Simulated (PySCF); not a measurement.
Cd(I)(OH), HCdIO, SMILES [OH][Cd][I], singlet at its PBE0/def2-SVP optimised geometry (Å):

```
4

Cd    -0.1064     0.1797     0.0000
I      2.4741     0.1797     0.0000
O     -2.0731     0.2425     0.0770
H     -2.4741    -0.2425    -0.6539
```

Level of theory: PBE0/def2-TZVP, def2 effective core potentials past Kr in PySCF. The core electrons that the potentials of Cd, I replace are not part of the density. Cells within 0.4 Å of a nucleus heavier than hydrogen are left out (blank, or x).

Map of the electron localisation function on the plane z = 0.0 Å:

```
|0000000000000000000000000000000|
|0000000000000000000000000000000|
|0000000000000000000000000000000|
|0000000000000000000000000000000|
|0000000000000000000000000000000|
|0000000000000000000000000000000|
|0000000000000000000001122110000|
|0000000000000000000013444431000|
|0000001110000000001135677654200|
|0000023432100111112356888876310|
|0000245665311111112468899987521|
|0001257888511223212578777898631|
|0001368999721366422575222478742|
|00013699x9932788842562688347752|
|0000368xxx9338xx852552xxx637752|
|00002587xx9338xx8525528xx637752|
|0000257888822688732562476258752|
|0000146777521355422576323588742|
|0000024444311222212578878998631|
|0000011222111111112467899987520|
|0000000000011111111246788875310|
|0000000000000011000124666653100|
|0000000000000000000012344321000|
|0000000000000000000000111100000|
|0000000000000000000000000000000|
|0000000000000000000000000000000|
|0000000000000000000000000000000|
|0000000000000000000000000000000|
|0000000000000000000000000000000|
|0000000000000000000000000000000|
|0000000000000000000000000000000|
```
Scale: ten equal steps from 0.000 (start of '0') to 0.898 (end of '9'), in the order '0123456789'; x runs from -4.50 to 4.50, y from -4.50 (bottom) to 4.50 (top).
